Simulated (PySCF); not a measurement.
HCl3Si, charge +1, quartet, at a GFN2-xTB geometry of the parent state (a state made from the parent by changing its charge; the spin is typed, not shown lowest); CAMB3LYP/def2-SVP (PySCF).

Input for PySCF:
```python
from pyscf import gto, scf, dft

mol = gto.M(
    atom='''
Si    0.017702   -0.010163    0.302550
Cl   -1.275265   -1.481677   -0.093886
Cl   -0.655725    1.843955   -0.018427
Cl    1.910245   -0.350367   -0.242264
H     0.104852   -0.060196    1.792097
''',
    basis='def2-svp',
    charge=1,
    spin=3,
    verbose=4,
)

mf = dft.ROKS(mol)
mf.xc = 'camb3lyp'
mf.kernel()
mf.analyze()
```

The log (banner, timings and long lists left out):

```
PySCF version 2.14.0

[INPUT] verbose = 4
[INPUT] num. atoms = 5
[INPUT] num. electrons = 65
[INPUT] charge = 1
[INPUT] spin (= nelec alpha-beta = 2S) = 3
[INPUT] symmetry False subgroup None
[INPUT] Mole.unit = angstrom
[INPUT] Symbol           X                Y                Z      unit          X                Y                Z       unit  Magmom
[...]
nuclear repulsion = 339.470798169739
number of shells = 35
number of NR pGTOs = 151
number of NR cGTOs = 77
basis = def2-svp
ecp = {}

******** <class 'pyscf.dft.roks.ROKS'> ********
method = ROKS
initial guess = minao
damping factor = 0
level_shift factor = 0
DIIS = <class 'pyscf.scf.diis.CDIIS'>
diis_start_cycle = 1
diis_space = 8
diis_damp = 0
SCF conv_tol = 1e-09
SCF conv_tol_grad = None
SCF max_cycles = 50
direct_scf = True
direct_scf_tol = 1e-13
num. doubly occ = 31  num. singly occ = 3
XC library pyscf.dft.libxc version 7.1.2
    S. Lehtola, C. Steigemann, M. J. T. Oliveira, and M. A. L. Marques,  SoftwareX 7, 1–5 (2018)
XC functionals = camb3lyp
    T. Yanai, D. P. Tew, and N. C. Handy,  Chem. Phys. Lett. 393, 51 (2004)
radial grids:
    Treutler-Ahlrichs [JCP 102, 346 (1995); DOI:10.1063/1.469408] (M4) radial grids

becke partition: Becke, JCP 88, 2547 (1988); DOI:10.1063/1.454033
pruning grids: <function nwchem_prune>
grids dens level: 3
symmetrized grids: False
atomic radii adjust function: <function treutler_atomic_radii_adjust>
small_rho_cutoff = 0
Set gradient conv threshold to 3.16228e-05
tot grids = 85632
init E= -1670.75997782463
[...]
cycle= 1 E= -1669.59556169076  delta_E= 1.16  |g|= 0.348  |ddm|=  2.6
[...]
cycle= 2 E= -1669.58989375225  delta_E= 0.00567  |g|= 0.383  |ddm|= 1.06
[...]
cycle= 3 E= -1669.64790199458  delta_E= -0.058  |g|= 0.038  |ddm|= 0.59
[...]
cycle= 4 E= -1669.64842540293  delta_E= -0.000523  |g|= 0.0078  |ddm|= 0.0815
[...]
cycle= 5 E= -1669.64850398819  delta_E= -7.86e-05  |g|= 0.00407  |ddm|= 0.0677
[...]
cycle= 6 E= -1669.64851989145  delta_E= -1.59e-05  |g|= 0.00104  |ddm|= 0.0225
[...]
cycle= 7 E= -1669.64852188288  delta_E= -1.99e-06  |g|= 0.000917  |ddm|= 0.0146
[...]
cycle= 8 E= -1669.64852212779  delta_E= -2.45e-07  |g|= 0.000745  |ddm|= 0.00294
[...]
cycle= 9 E= -1669.64852246063  delta_E= -3.33e-07  |g|= 0.000118  |ddm|= 0.0024
[...]
cycle= 10 E= -1669.64852248707  delta_E= -2.64e-08  |g|= 6.84e-05  |ddm|= 0.00113
[...]
cycle= 11 E= -1669.6485224943  delta_E= -7.23e-09  |g|= 1.44e-05  |ddm|= 0.000497
[...]
cycle= 12 E= -1669.64852249477  delta_E= -4.7e-10  |g|= 1.19e-05  |ddm|= 0.000102
[...]
Extra cycle  E= -1669.64852249435  delta_E= 4.18e-10  |g|= 3.76e-05  |ddm|= 7.25e-05
converged SCF energy = -1669.64852249435
**** SCF Summaries ****
Total Energy =                       -1669.648522494353756
Nuclear Repulsion Energy =             339.470798169739282
One-electron Energy =                -2968.561841823403029
Two-electron Energy =                  959.442521159309990
Two-electron Coulomb Energy =         1065.229099635085959
DFT Exchange-Correlation Energy =     -105.786578475775912
HOMO-LUMO gap [eV] =                     3.002992825872153
**** MO energy ****
                Roothaan           | alpha              | beta
[...]
 ** Mulliken pop on meta-lowdin orthogonal AOs  **
 ** Mulliken pop  **
 ** Mulliken atomic charges  **
charge of    0Si =      0.45878
charge of    1Cl =      0.13962
charge of    2Cl =      0.13954
charge of    3Cl =      0.13953
charge of    4H =      0.12253

WARN: System has nonzero charge 1; the dipole moment is origin-dependent.
Location of origin: [0. 0. 0.]

Dipole moment(X, Y, Z, Debye):  0.11689, -0.06795,  2.00723
```
